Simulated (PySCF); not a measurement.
# EuS at r²SCAN

Computed with r²SCAN; basis Eu x2c-SVPall, S x2c-SVPall; spin-free X2C with a Gaussian nucleus; PySCF 2.14.

```json
{"state": "octet, about 6.9 electrons in the 4f shell (Mulliken)", "bond length": "2.393 Å", "harmonic wavenumber": "396 cm⁻¹", "force constant": "2.44 mdyn/Å", "rotational constant Be": "0.1114 cm⁻¹", "anharmonicity ωexe": "0.925 cm⁻¹", "vibration–rotation constant αe": "0.000353 cm⁻¹", "well depth De to Eu (4f7 6s2) + S": "103.4 kcal/mol", "dissociation energy D0": "102.9 kcal/mol", "bond order (Mayer)": "2.30", "dipole moment (positive dipole means Eu(−)S(+))": "-8.38 D"}
```

These are scalar-relativistic numbers at best; spin–orbit coupling would shift them, the dissociation energy most. With d or f electrons several states lie close, and the lowest PBE0 determinant need not be the measured ground state.
